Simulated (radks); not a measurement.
Values are calculated unless marked as measured or tabulated.
Problem. Radial electron density D(r) = 4 pi r^2 rho(r) of an atom or ion with 8 electrons. Code: a radial shooting solver on a logarithmic mesh with Libxc functionals. Model: scalar-relativistic Kohn-Sham, SCAN, spin-polarised, spherical densities, finite nucleus; meta-GGA in the generalised Kohn-Sham scheme; Fermi nuclear charge, rms radius of each element as measured or else 0.836 A^(1/3) + 0.57 fm.

r (bohr),D(r) (e/bohr),spin D(r)
0.005016,0.1821,-0.0000205
0.005566,0.2217,-0.0000246
0.006127,0.2655,-0.0000289
0.006798,0.3223,-0.0000341
0.007543,0.3907,-0.0000400
0.00837,0.4729,-0.0000464
0.009213,0.5632,-0.0000524
0.01022,0.6792,-0.0000587
0.01134,0.8172,-0.0000638
0.01259,0.9810,-0.0000664
0.01385,1.158,-0.0000645
0.01537,1.383,-0.0000546
0.01706,1.645,-0.0000313
0.01893,1.950,0.0000132
0.02083,2.274,0.0000835
0.02312,2.674,0.000208
0.02565,3.128,0.000406
0.02846,3.640,0.000716
0.03133,4.163,0.00115
0.03477,4.785,0.00184
0.03858,5.459,0.00287
0.0428,6.177,0.00439
0.04712,6.868,0.00640
0.05228,7.630,0.00951
0.05801,8.385,0.0140
0.06437,9.103,0.0203
0.07085,9.704,0.0283
0.07862,10.26,0.0404
0.08724,10.67,0.0570
0.0968,10.90,0.0796
0.1066,10.94,0.107
0.1182,10.76,0.147
0.1312,10.36,0.199
0.1456,9.757,0.266
0.1602,9.047,0.345
0.1778,8.171,0.449
0.1973,7.258,0.577
0.2189,6.398,0.733
0.241,5.726,0.900
0.2674,5.199,1.10
0.2967,4.931,1.33
0.3292,4.938,1.56
0.3624,5.165,1.78
0.4021,5.589,2.01
0.4461,6.108,2.20
0.495,6.609,2.35
0.5449,6.958,2.41
0.6046,7.126,2.41
0.6709,7.021,2.31
0.7444,6.627,2.13
0.8195,6.033,1.90
0.9093,5.200,1.61
1.009,4.257,1.29
1.119,3.298,0.986
1.232,2.474,0.728
1.367,1.704,0.493
1.517,1.096,0.311
1.684,0.6553,0.182
1.853,0.3796,0.103
2.056,0.1933,0.0507
2.282,0.08964,0.0225
2.532,0.03757,0.00886
2.787,0.01527,0.00334
3.092,0.005135,0.000999

What is the nuclear charge?

Solution. Z = 10. The innermost maximum, from 1s, lies near gamma/Z bohr with gamma = sqrt(1 - (Z/c)^2) = 0.997, here 0.0997 bohr (found: 0.103), and its height grows with Z. The density is that of the neon ion Ne2+ in [He] 2s2 2p4; the configuration itself is not fixed sharply by these data. D(r) has 2 maxima, at r = 0.103, 0.614 bohr, and minima at 0.311 bohr, inside which lie 2.21 electrons.
